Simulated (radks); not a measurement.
Results of a calculation; reference values are marked as such.
Ag, configuration [Kr] 4d10 5s1 (the NIST ground configuration).

Code: a radial shooting solver on a logarithmic mesh with Libxc functionals. Model: scalar-relativistic Kohn-Sham, PBEsol, spin-unpolarised, spherical densities, finite nucleus; Fermi nuclear charge, rms radius 4.5454 fm; hard spherical wall at 15 bohr.

Energy parts (hartree):
| part | energy |
|---|---|
| total | -5313.39409 |
| kinetic | 5519.36980 |
| electron-nucleus | -12846.10814 |
| Hartree | 2159.86481 |
| exchange-correlation | -146.52056 |

Orbitals (lengths in bohr, moments of r in powers of bohr):
| orbital | occ. | eigenvalue (hartree) | <r> | <r^2> |
|---|---|---|---|---|
| 1s | 2 | -930.3107 | 0.03112 | 0.001309 |
| 2s | 2 | -136.9853 | 0.1350 | 0.02148 |
| 2p | 6 | -122.8991 | 0.1177 | 0.01692 |
| 3s | 2 | -25.10387 | 0.3688 | 0.1556 |
| 3p | 6 | -20.47736 | 0.3678 | 0.1571 |
| 3d | 10 | -13.17442 | 0.3459 | 0.1426 |
| 4s | 2 | -3.48985 | 0.9118 | 0.9430 |
| 4p | 6 | -2.15034 | 1.001 | 1.150 |
| 4d | 10 | -0.27390 | 1.419 | 2.510 |
| 4f | 0 | 0.09169 | 9.819 | 100.6 |
| 5s | 1 | -0.16246 | 3.134 | 11.46 |
| 5p | 0 | -0.02393 | 5.093 | 30.89 |
| 6s | 0 | 0.01656 | 8.472 | 78.22 |

The highest occupied level is 5s at -4.421 eV. The density falls to 0.001 e/bohr^3 at r = 4.25 bohr. Summed over all electrons, <r^2> = 48.18 bohr^2, which gives a Langevin (diamagnetic) susceptibility term of -38.2 x 10^-6 cm^3/mol. The electron density at the nucleus is 1.492e+05 e/bohr^3 (large components only).
